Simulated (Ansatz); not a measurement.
Geometry optimisation, RKS PBE0/def2-SVP in Ansatz 0.2.0.

The input (input.yaml):

```yaml
crystal:
  periodic: [false, false, false]
  atoms:
    - { symbol: Ga, position_ang: [0.059463, 0.442164, -0.496219] }
    - { symbol: O, position_ang: [-0.025756, 0.069779, 2.454244] }
    - { symbol: H, position_ang: [-0.953613, -0.049982, 2.679056] }
    - { symbol: H, position_ang: [1.42233, -0.128526, -1.017798] }
    - { symbol: H, position_ang: [-1.319003, -0.202928, -0.867874] }
    - { symbol: H, position_ang: [0.05712, 1.759026, 0.365376] }
    - { symbol: H, position_ang: [-0.001441, 0.973066, 2.058115] }
basis:
  gaussian: { orbitals: def2-SVP }
hamiltonian:
  xc: pbe0
relax:
  f_tol: 0.03
  max_steps: 50
```

Command:

```bash
$ ansatz run input.yaml --threads 1 --pin off --max-ram 2048MiB --backend cpu --events-out ev --progress --plain --runs-dir out
```

**Question.** Where does it end, and by what steps?

**Answer.** The run converged. After 7 steps the energy has fallen by 0.498 eV; H3 moved furthest, 0.54 Å. Joined: Ga1–O2 (2.98 → 2.18 Å).

```
step  energy less start (eV)  largest force component (eV/Å)  accepted
   0                  0.0000                           0.769       yes
   1                 -0.0708                           2.056       yes
   2                 -0.2357                           2.369       yes
   3                 -0.4170                           0.725       yes
   4                 -0.4597                           0.301       yes
   5                 -0.4818                           0.278       yes
   6                 -0.4973                           0.048       yes
   7                 -0.4980                           0.012       yes
```

```xyz
7
Properties=species:S:1:pos:R:3
Ga 0.015 0.496 -0.214
O -0.010 0.085 1.929
H -0.882 -0.242 2.183
H 1.351 -0.228 -0.618
H -1.371 -0.218 -0.485
H 0.012 2.072 -0.052
H 0.125 0.898 2.432
```

Run time: 18 s on 1 thread of Arm Neoverse V1, with other jobs on the host, peak memory 0.13 GiB.
